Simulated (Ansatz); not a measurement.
`C=C[CH2][Al]([Cl])[Cl]` + H₂ → `[Cl][AlH][Cl]` + propene at 500 K and 1 bar (hydrogenolysis of the Al–C bond).

Isolated molecules relaxed with PBE0-D4/def2-TZVP in Ansatz; ΔE leaves out vibrations. CBS: MP2 limit from def2 TZ/QZ plus the TZ coupled-cluster correction, frozen cores. This one scheme is used for every species. Each species was taken in one conformer, which may not be the lowest.

```csv
species,CCSD(T)/CBS energy (Eh),H − E (kJ/mol),S (J/(mol·K))
`C=C[CH2][Al]([Cl])[Cl]`,-1278.87133,244.4,453.0
H₂,-1.17544,41.0,145.5
`[Cl][AlH][Cl]`,-1162.30651,52.9,322.5
`C=CC`,-117.74610,238.4,304.6
```

H − E and S are ideal-gas, rigid-rotor, harmonic terms from PBE0-D4/def2-TZVP, for one conformer and one mirror image of each species. The MP2-based limit puts H₂ 0.8 mEh under its directly extrapolated value; such offsets cancel only in part. 1 Eh = 2625.50 kJ/mol, R = 8.31446 J/(mol·K).

Question: By hand: ΔE, ΔH, ΔS and ΔG.

Answer: ΔE = (-1162.30651) + (-117.74610) − (-1278.87133) − (-1.17544) = -0.00584 Eh = -15.3 kJ/mol. Δ(H − E) = 52.9 + 238.4 − 244.4 − 41.0 = 5.9, so ΔH = -9.4 kJ/mol. ΔS = 322.5 + 304.6 − 453.0 − 145.5 = 28.6 J/(mol·K). ΔG = -9.4 − 500 × (28.6)/1000 = -23.7 kJ/mol.

Question: By hand: the equilibrium constant, and the temperature at which ΔG would vanish if ΔH and ΔS stayed fixed.

Answer: log₁₀ K = −ΔG/(RT ln 10) = 2.5. ΔH and −TΔS have one sign here, so there is no such temperature.

TΔS isn't small against ΔH here. A doubt of 5 kJ/mol in ΔE shifts log₁₀ K by 0.5 here. Other conformers and mirror images would add mixing entropy, several J/(mol·K) or more a flexible species. These are equilibria of isolated gas molecules and say nothing of rates. Largest T1 diagnostic: 0.010 (customary marks: 0.02 for closed shells, 0.045 for open ones).
